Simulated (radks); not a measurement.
Results of a calculation; reference values are marked as such.
Polarisability of neutral rubidium, [Kr] 5s1, at imaginary frequency. Level of theory: non-relativistic Kohn-Sham, exchange-only LDA, spin-polarised, spherical densities, point nucleus; open shells are filled with parallel spins first (spin-orbit coupling, left out, can overturn this in heavy ions); relativity is left out, which matters for an element this heavy (a radial shooting solver on a logarithmic mesh with Libxc functionals). Response by self-consistent Sternheimer equations with the Hartree and adiabatic exchange-only LDA kernel.

w (hartree)  alpha1(iw) (bohr^3)  alpha2(iw) (bohr^5)
0.00266                    350.2                10340
0.0143                     329.1                 9986
0.0360                     247.2                 8397
0.0697                     139.6                 5573
0.118                      70.00                 3052
0.186                      36.71                 1549
0.280                      21.39                780.7
0.413                      13.69                398.5
0.605                      9.083                205.7
0.892                      5.821                105.6
1.35                       3.390                51.99
2.12                       1.724                23.25
3.59                      0.7519                8.747
6.94                      0.2733                2.471
17.5                     0.06557               0.4075

Static values: alpha1 = 351.0 bohr^3 (52.01 angstrom^3; uncoupled 430.2), alpha2 = 10350 bohr^5, alpha3 = 404600 bohr^7. C6 = 5341, C8 = 894900, triple-dipole C9 = 1365000 atomic units. One-pole (London) frequency 4 C6 / (3 alpha1^2) = 0.058 hartree, against 0.076 for minus the highest occupied eigenvalue. The dipole shielding factor is 1.000, as the force sum rule N/Z = 1.000 demands. Recommended static value: 319.8 bohr^3 (Schwerdtfeger and Nagle, 2023 table).
